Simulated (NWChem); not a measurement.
Molecule: SbH2Br; SMILES [Br][SbH2]

```xyz
4

Sb     0.0364    -1.0050     0.0000
H     -1.1703    -1.1440     1.2156
H     -1.1703    -1.1440    -1.2156
Br     0.0139     1.5298     0.0000
```
Atoms are numbered in this order, from 1.

Results from NWChem. Geometry: optimised at PBE0/def2-SVP. def2 effective core potentials on Sb; no spin-orbit coupling.

For level PBE/def2-TZVP:

- highest occupied level (eV) = -6.44
- orbital gap (eV) = 3.71
- dipole (D) = 2.28

Q: How do the values read with level Hartree-Fock/def2-TZVP instead?

A: 
- highest occupied level (eV): -9.97
- orbital gap (eV): 11.01
- dipole (D): 2.71
